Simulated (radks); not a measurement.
The numbers below are computed, except where a source is named.
Question: Ionisation of Cd2+, [Kr] 4d10, to Cd3+, [Kr] 4d9, under several functionals. Dirac Kohn-Sham, spin-unpolarised, spherical densities, finite nucleus; open shells fill j = l - 1/2 first; a radial shooting solver on a logarithmic mesh with Libxc functionals. The NIST Atomic Spectra Database gives 37.47 eV (measured). Rank these functionals by the error of their Delta-SCF ionisation energy: LDA (Slater exchange, Perdew-Zunger correlation); PBEsol; revPBE; OLYP; LDA (Slater exchange, Perdew-Wang correlation); BP86; SOGGA; exchange-only PBE; LDA (Slater exchange, VWN5 correlation).

Answer: From best to worst: SOGGA 37.577 eV (+0.109); revPBE 37.616 eV (+0.148); PBEsol 37.686 eV (+0.218); BP86 37.781 eV (+0.313); OLYP 37.814 eV (+0.346); LDA (Slater exchange, Perdew-Zunger correlation) 37.942 eV (+0.474); LDA (Slater exchange, Perdew-Wang correlation) 37.947 eV (+0.479); LDA (Slater exchange, VWN5 correlation) 37.954 eV (+0.486); exchange-only PBE 36.473 eV (-0.995). Spin polarisation and multiplet splitting are left out, so open shells lie too high by an amount that depends on their filling.

Beside tabulated values, note that spin-unpolarised runs miss the spin-polarisation part of the exchange energy of open shells.
